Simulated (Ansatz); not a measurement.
Molecule (SMILES): [Cl][GeH][Cl], doublet.
Atoms: Ge1, Cl2, Cl3, H4. Bonds: Ge1-Cl2, Ge1-Cl3, Ge1-H4.

Basis-set convergence of the optimised Ge1-Cl2 bond length at HF with Ansatz (an electronic-structure program). All functions are spherical. The program fits the integrals of some runs and decomposes those of others, by size. Open shells are unrestricted. No added dispersion term, no relativity. Reference: the value in pcseg-3, 2.1494 Å, itself unsure by roughly 0.0003 Å (its distance from cc-pV(Q+d)Z). Deviations are taken from unrounded values.

```
basis        functions
-----------  ---------
def2-SV(P)          70
def2-SVP            73
aug-pcseg-1         99
def2-SVPD          100
def2-TZVP          128
def2-TZVPP         146
def2-TZVPD         155
def2-TZVPPD        173
aug-pcseg-2        182
```

Q: Which is the smallest set listed that can be trusted to 0.005 Å here, that is, within that of the reference together with its larger relatives (same family, alike in diffuse functions; a set with none to test it counts only in the reference's own line)?

A: The smallest set listed that lies within 0.005 Å of the reference with all its larger relatives (same family, alike in diffuse functions; a set with none counts only in the reference's own line) is def2-TZVP (128 functions, -0.0001 Å off). Inside, with no larger relative to test it: aug-pcseg-2. Value minus reference: def2-SV(P) 0.0128, def2-SVP 0.0129, aug-pcseg-1 0.0194, def2-SVPD 0.0234, def2-TZVP -0.0001, def2-TZVPP 0.0000, def2-TZVPD 0.0010, def2-TZVPPD 0.0010, aug-pcseg-2 0.0025 Å.
